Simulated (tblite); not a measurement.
Isomers of C7H11P. Method: GFN2-xTB as coded in tblite; computed harmonic values from a numerical Hessian at the method's own geometry, unscaled. Against measured fundamentals such values can be off by several per cent, at times by over 20. Modes of hydrogen on phosphorus can be 10 to 20 % off. One conformer each.

Electronic energies: GFN2-xTB at the same geometries; isomer energies are rough at this level and their order can be wrong.

```tsv
SMILES	electronic energy, lowest = 0 (kJ/mol)
CC1=C(C)P1C1CC1	123.4
CCC1C=CPC=C1	0.0
C=CCP1C=CCC1	23.2
```

Problem. How do GFN2-xTB zero-point energies change the relative energies?

Solution. 
```csv
SMILES,ZPE (kJ/mol),of it from modes above 1550 cm⁻¹,electronic (kJ/mol),"with ZPE, lowest = 0 (kJ/mol)",lowest mode (cm⁻¹),rings
CCC1C=CPC=C1,411.5,213.4,0.0,0.0,69,1
C=CCP1C=CCC1,411.7,218.4,23.2,23.3,58,1
CC1=C(C)P1C1CC1,409.1,210.5,123.4,121.0,22,2
```

The zero-point energies span 2.6 kJ/mol, from `CC1=C(C)P1C1CC1` to `C=CCP1C=CCC1`. The order is unchanged.
